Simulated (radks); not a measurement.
Values are calculated unless marked as measured or tabulated.
Trend from Zr to Cd: ionisation energy by Delta-SCF between NIST ground configurations, and size. Level of theory: scalar-relativistic Kohn-Sham, r2SCAN, spin-polarised, spherical densities, finite nucleus; open shells are filled with parallel spins first (spin-orbit coupling, left out, can overturn this in heavy ions); meta-GGA in the generalised Kohn-Sham scheme; Fermi nuclear charge, rms radius of each element as measured or else 0.836 A^(1/3) + 0.57 fm (a radial shooting solver on a logarithmic mesh with Libxc functionals).

Zr: configuration [Kr] 4d2 5s2; IE (eV) 6.123; NIST (eV) 6.634; kind exp.; outermost 5s; <r> outermost (bohr) 3.96; r at 0.001 e/bohr^3 (bohr) 5.11
Nb: configuration [Kr] 4d4 5s1; IE (eV) 7.181; NIST (eV) 6.759; kind exp.; outermost 5s; <r> outermost (bohr) 3.56; r at 0.001 e/bohr^3 (bohr) 4.75
Mo: configuration [Kr] 4d5 5s1; IE (eV) 7.478; NIST (eV) 7.092; kind exp.; outermost 5s; <r> outermost (bohr) 3.42; r at 0.001 e/bohr^3 (bohr) 4.62
Tc: configuration [Kr] 4d5 5s2; IE (eV) 6.543; NIST (eV) 7.119; kind exp.; outermost 5s; <r> outermost (bohr) 3.65; r at 0.001 e/bohr^3 (bohr) 4.78
Ru: configuration [Kr] 4d7 5s1; IE (eV) 7.703; NIST (eV) 7.361; kind exp.; outermost 5s; <r> outermost (bohr) 3.25; r at 0.001 e/bohr^3 (bohr) 4.46
Rh: configuration [Kr] 4d8 5s1; IE (eV) 7.740; NIST (eV) 7.459; kind exp.; outermost 5s; <r> outermost (bohr) 3.20; r at 0.001 e/bohr^3 (bohr) 4.39
Pd: configuration [Kr] 4d10; IE (eV) 8.926; NIST (eV) 8.337; kind exp.; outermost 4d; <r> outermost (bohr) 1.58; r at 0.001 e/bohr^3 (bohr) 4.05
Ag: configuration [Kr] 4d10 5s1; IE (eV) 7.791; NIST (eV) 7.576; kind exp.; outermost 5s; <r> outermost (bohr) 3.13; r at 0.001 e/bohr^3 (bohr) 4.25
Cd: configuration [Kr] 4d10 5s2; IE (eV) 8.856; NIST (eV) 8.994; kind exp.; outermost 5s; <r> outermost (bohr) 2.89; r at 0.001 e/bohr^3 (bohr) 4.39

Reference values: NIST Atomic Spectra Database (exp. = measured, semi-emp. = semi-empirical, theory = theoretical value adopted there). Open shells are spherical and high-spin; term and fine-structure splittings are not resolved.
